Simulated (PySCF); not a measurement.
H$_{6}$As$_{2}$GeO$_{2}$ (SMILES [OH][Ge]([OH])([AsH2])[AsH2]), singlet, geometry from GFN2-xTB, with bond 10-5 at 1.4 times its length; CASCI(4,3)/STO-3G (PySCF).

The PySCF input:
```python
from pyscf import gto, scf, mcscf
import numpy

mol = gto.Mole()
mol.atom = '''
    O    -0.434795   -1.622215    1.317649
    Ge   -0.049849   -0.512412   -0.016110
    O     0.093081   -1.720777   -1.352594
    As    2.179778    0.396799    0.459629
    As   -2.061754    0.839033   -0.406148
    H    -0.480825   -2.531280    1.027927
    H     0.307956   -1.375363   -2.215237
    H     1.982016    1.439890   -0.620212
    H     1.564362    1.352223    1.443156
    H    -0.959474    2.094923   -1.710566
    H    -1.664996    1.737082    0.732445
'''
mol.basis = 'sto-3g'
mol.charge = 0
mol.spin = 0
mol.verbose = 4
mol.build()

mf = scf.RHF(mol)
mf.kernel()
mc = mcscf.CASCI(mf, 3, 4)
mc.fix_spin_(ss=0.0)
mc.kernel()
occ = numpy.linalg.eigvalsh(mc.fcisolver.make_rdm1(mc.ci, mc.ncas, mc.nelecas))[::-1]
ss = mc.fcisolver.spin_square(mc.ci, mc.ncas, mc.nelecas)[0]
print('natural occupations', occ.round(4), ' <S^2>', round(ss, 4))
```

Q: Predict the main parts of the log of this PySCF run.

A: 
```
PySCF version 2.14.0

[INPUT] verbose = 4
[INPUT] num. atoms = 11
[INPUT] num. electrons = 120
[INPUT] charge = 0
[INPUT] spin (= nelec alpha-beta = 2S) = 0
[INPUT] symmetry False subgroup None
[INPUT] Mole.unit = angstrom
[INPUT] Symbol           X                Y                Z      unit          X                Y                Z       unit  Magmom
[INPUT]  1 O     -0.434795000000  -1.622215000000   1.317649000000 AA   -0.821643470330  -3.065542065161   2.489995738307 Bohr   0.0
[INPUT]  2 Ge    -0.049849000000  -0.512412000000  -0.016110000000 AA   -0.094200957583  -0.968318342941  -0.030443487867 Bohr   0.0
[INPUT]  3 O      0.093081000000  -1.720777000000  -1.352594000000 AA    0.175897597401  -3.251797251451  -2.556032217730 Bohr   0.0
[INPUT]  4 As     2.179778000000   0.396799000000   0.459629000000 AA    4.119183432352   0.749841436501   0.868572928908 Bohr   0.0
[INPUT]  5 As    -2.061754000000   0.839033000000  -0.406148000000 AA   -3.896150396227   1.585542579472  -0.767508486040 Bohr   0.0
[INPUT]  6 H     -0.480825000000  -2.531280000000   1.027927000000 AA   -0.908627563844  -4.783425944589   1.942500506046 Bohr   0.0
[INPUT]  7 H      0.307956000000  -1.375363000000  -2.215237000000 AA    0.581952498417  -2.599059391860  -4.186191231003 Bohr   0.0
[INPUT]  8 H      1.982016000000   1.439890000000  -0.620212000000 AA    3.745467414506   2.720997749500  -1.172030819169 Bohr   0.0
[INPUT]  9 H      1.564362000000   1.352223000000   1.443156000000 AA    2.956215739677   2.555331129338   2.727169595023 Bohr   0.0
[INPUT] 10 H     -0.959474000000   2.094923000000  -1.710566000000 AA   -1.813143083641   3.958830722052  -3.232501257993 Bohr   0.0
[INPUT] 11 H     -1.664996000000   1.737082000000   0.732445000000 AA   -3.146386438496   3.282609235912   1.384120451307 Bohr   0.0

nuclear repulsion = 1051.06788695177
number of shells = 36
number of NR pGTOs = 210
number of NR cGTOs = 70
basis = sto-3g
ecp = {}

******** <class 'pyscf.scf.hf.RHF'> ********
method = RHF
initial guess = minao
damping factor = 0
level_shift factor = 0
DIIS = <class 'pyscf.scf.diis.CDIIS'>
diis_start_cycle = 1
diis_space = 8
diis_damp = 0
SCF conv_tol = 1e-09
SCF conv_tol_grad = None
SCF max_cycles = 50
direct_scf = True
direct_scf_tol = 1e-13
Set gradient conv threshold to 3.16228e-05
Initial guess from minao.
init E= -6612.36839905626
  HOMO = -0.687767612205139  LUMO = -0.409086663966729  gap/eV = 7.58329
cycle= 1 E= -6621.16705522719  delta_E= -8.8  |g|= 0.783  |ddm|= 3.87
  HOMO = -0.132920757364905  LUMO = 0.156676403365857  gap/eV = 7.88034
cycle= 2 E= -6621.4394486619  delta_E= -0.272  |g|= 0.159  |ddm|= 1.64
  HOMO = -0.234444557849256  LUMO = 0.197112623078796  gap/eV = 11.74327
cycle= 3 E= -6621.45408275137  delta_E= -0.0146  |g|= 0.0385  |ddm|= 0.405
  HOMO = -0.240465327255949  LUMO = 0.200329295279734  gap/eV = 11.99463
cycle= 4 E= -6621.45501551182  delta_E= -0.000933  |g|= 0.009  |ddm|= 0.0897
  HOMO = -0.241791156428221  LUMO = 0.198699662013114  gap/eV = 11.98637
cycle= 5 E= -6621.45508913535  delta_E= -7.36e-05  |g|= 0.00178  |ddm|= 0.0334
  HOMO = -0.241738304180728  LUMO = 0.199104214059835  gap/eV = 11.99594
cycle= 6 E= -6621.4550921959  delta_E= -3.06e-06  |g|= 0.000526  |ddm|= 0.00606
  HOMO = -0.241836599520193  LUMO = 0.199198566550425  gap/eV = 12.00118
cycle= 7 E= -6621.45509252291  delta_E= -3.27e-07  |g|= 0.000116  |ddm|= 0.0022
  HOMO = -0.241832887267264  LUMO = 0.199202252580431  gap/eV = 12.00118
cycle= 8 E= -6621.45509254158  delta_E= -1.87e-08  |g|= 2.94e-05  |ddm|= 0.000517
  HOMO = -0.241833102046194  LUMO = 0.199203016644801  gap/eV = 12.00120
cycle= 9 E= -6621.45509254285  delta_E= -1.27e-09  |g|= 6.85e-06  |ddm|= 0.000143
  HOMO = -0.241833598214606  LUMO = 0.199203278987201  gap/eV = 12.00122
cycle= 10 E= -6621.45509254289  delta_E= -3.64e-11  |g|= 1.88e-06  |ddm|= 2.68e-05
  HOMO = -0.241833332770498  LUMO = 0.19920326046419  gap/eV = 12.00122
Extra cycle  E= -6621.45509254288  delta_E= 5.46e-12  |g|= 8.01e-07  |ddm|= 4.81e-06
converged SCF energy = -6621.45509254288

******** <class 'pyscf.mcscf.casci.CASCI'> ********
CAS (2e+2e, 3o), ncore = 58, nvir = 9
natorb = False
canonicalization = True
sorting_mo_energy = False
******** <class 'pyscf.fci.addons.SpinPenaltyFCISolver'> ********
max. cycles = 200
conv_tol = 1e-08
davidson only = True
linear dependence = 1e-12
level shift = 0.001
max iter space = 12
nroots = 1
pspace_size = 400
spin = None
Density matrix diagonal elements [1.91135167 1.99584538 0.09280295]
CASCI converged
CASCI E = -6621.48205139063  E(CI) = -2.51005302394424  S^2 = 0.0000000
natural occupations [1.9997 1.9078 0.0925]  <S^2> 0.0
```
